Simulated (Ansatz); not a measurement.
```yaml
crystal:
  periodic: [false, false, false]
  atoms:
    - {symbol: Li, position_ang: [0.551137, 1.265294, 0.942534]}
    - {symbol: Sn, position_ang: [-1.255423, -0.023940, -0.940734]}
    - {symbol: Sn, position_ang: [0.714343, -1.304696, -0.150207]}
basis:
  gaussian: {orbitals: def2-SVP, nuclear_model: gaussian}
total_charge: 1
magnetization: {spin_polarized: true, initial_magnetization: 0}
hamiltonian: {xc: {name: B97M-V}}
scf: {lower_state_search: light}
```

```sh
$ ansatz run in.yaml --threads 4 --pin off --events-out ev --progress --plain --max-ram 3916MiB
```

Shortened log:

```
Functional definition: B97M-V
  name "B97M-V"
  cite "Mardirossian & Head-Gordon, J. Chem. Phys. 142, 074111 (2015) doi:10.1063/1.4907719"
  cite "Becke, J. Chem. Phys. 107, 8554 (1997) doi:10.1063/1.475007"
  cite "Vydrov & Van Voorhis, J. Chem. Phys. 133, 244103 (2010) doi:10.1063/1.3521275"
  # Of w^i u^j: cxij and so on, Table III.
  parameter cx00 = 1.000
  parameter cx01 = 1.308
  parameter cx02 = 1.901
  parameter cx10 = 0.416
  parameter cx11 = 3.070
  parameter css00 = 1.000
  parameter css02 = -1.855
  parameter css10 = -5.668
  parameter css32 = -20.497
  parameter css42 = -20.364
  parameter cos00 = 1.000
  parameter cos01 = 1.573
  parameter cos03 = -6.298
  parameter cos10 = 2.535
  parameter cos32 = -6.427
  parameter b = 6.0
  parameter c = 0.01
  gx(w, u) = cx00 + cx01*u + cx02*u^2 + (cx10 + cx11*u)*w
  gss(w, u) = css00 + css02*u^2 + css10*w + (css32*w^3 + css42*w^4)*u^2
  gos(w, u) = cos00 + cos01*u + cos03*u^3 + cos10*w + cos32*w^3*u^2
  exchange = spin_sum(e_x_unif_s*gx(b97_w, b97_u_x))
  correlation = spin_sum(e_c_pw_mod_same_spin*gss(b97_w, b97_u_same))
      + integral(e_c_pw_mod_opposite_spin*gos(b97_w_opposite, b97_u_opposite)) + vv10(b, c)
718 factors; their error is unknown
mean field evaluation 1: about -11857.9498 eV, gradient 1.8e1 eV
mean field evaluation 2: about -11856.8496 eV, gradient 2.1e1 eV
mean field evaluation 4: about -11859.6923 eV, gradient 9.0e0 eV
mean field evaluation 8: about -11860.5610 eV, gradient 4.9e0 eV
mean field evaluation 16: about -11860.8090 eV, gradient 3.1e-1 eV
mean field evaluation 32: about -11859.3889 eV, gradient 1.1e1 eV
mean field evaluation 64: about -11860.5028 eV, gradient 5.1e-5 eV
mean field evaluation 96: about -11860.8315 eV, gradient 8.2e-1 eV
mean field evaluation 128: about -11860.8401 eV, gradient 2.6e-1 eV
mean field evaluation 160: about -11858.6458 eV, gradient 4.9e0 eV
mean field -11861.30102210 eV, -435.8947726838 hartree, gradient 9.2e-6 eV, S^2 0.994444; 21 other end points of the search recorded, 0 dependent functions left out
reference -11861.30110530 eV, -435.8947757413 hartree; 23, 23 occupied and 38, 38 virtual orbitals, 718 factors
Total energy: -11861.30110530 eV, -435.8947757413 hartree
```

It took 47 s on 4 threads of Arm Neoverse V1 on a shared host.

In the def2 sets Sn takes a core potential; there is no spin–orbit coupling. The unrestricted singlet has broken spin symmetry (⟨S²⟩ up to 0.99).
